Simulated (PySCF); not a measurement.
SMILES FBS, singlet, B3LYP/def2-SVP optimised geometry.

```
5

B     -0.11     0.60     0.00
F     -0.76     1.75     0.00
H      1.09     0.60     0.00
S     -1.09    -0.92     0.00
H     -0.03    -1.75     0.00
```

Density from B3LYP/def2-TZVP run with PySCF at that geometry.

Minimum of the electron density along straight lines between bonded atoms, close to the bond critical point (lines longer than 1.1 times the sum of covalent radii, or with two minima, are not listed):

```csv
bond,length / Å,ρ at the minimum / e bohr⁻³,∇²ρ there / e bohr⁻⁵,position (fraction from the first atom)
B1–F2,1.325,0.202,1.23,0.34
B1–H3,1.204,___,___,0.44
B1–S4,1.804,0.160,-0.31,0.31
S4–H5,1.352,0.213,___,0.64
```

### Question
Fill in the missing entries.

### Answer

- B1–H3, ρ at the minimum / e bohr⁻³: 0.189
- B1–H3, ∇²ρ there / e bohr⁻⁵: -0.47
- S4–H5, ∇²ρ there / e bohr⁻⁵: -0.61
